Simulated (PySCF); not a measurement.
Gas-phase XPS of [Cu(NH3)2]+, computed

Compound: [Cu(NH3)2]+ (charge +1 and singlet state).
Bonds: Cu1–N2, Cu1–N6. Hydrogens: H3, H4, H5 on N2; H7, H8, H9 on N6.

Computed, not measured: delta-SCF UKS SCAN, pcX-2 on the ionised atom (unc-x2c-TZVPall on a metal), pcseg-1 elsewhere, spin-free X2C (PySCF 2.14.0). Each binding energy is the total energy of the core-ionised species, with the hole localised on one atom, minus that of the ground state; both are solved self-consistently, so orbital relaxation is included.

Give the core binding energies atom by atom.

| atom(s) | bonded to | level | binding energy (eV) | 2p1/2 (eV) | count |
| --- | --- | --- | --- | --- | --- |
| Cu1 | 2 N | Cu 2p3/2 | 943.39 | 964.05 | 1 |
| N2/N6 | 3 H and Cu | N 1s | 412.07 | – | 2 |

Which photon wavelength matches the N 1s of N2 (atom 2)/N6 threshold?

λ = hc/E = 12398.42 eV Å / 412.07 eV = 30.088 Å.

Atoms equivalent by their bonding share one computed value, that of the first of them. The 2p values add to the ΔSCF energy of one spin-free hole a correction within the shell (spin–orbit coupling, ligand field). 2p1/2 minus 2p3/2 (ligand field included): Cu 20.65 eV. Satellites of the metal's 2p lines aren't described. The species carries charge +1, so core ionisation leaves charge +2. Isolated species at its PBE0-D3(BJ)/def2-SVP geometry, gas phase. Metal 2p energies of this one-determinant scheme are less reliable than its 1s energies.

Time: 7.0 s of wall time. Hardware: an x86-64 server with one thread, no GPU (shared host).
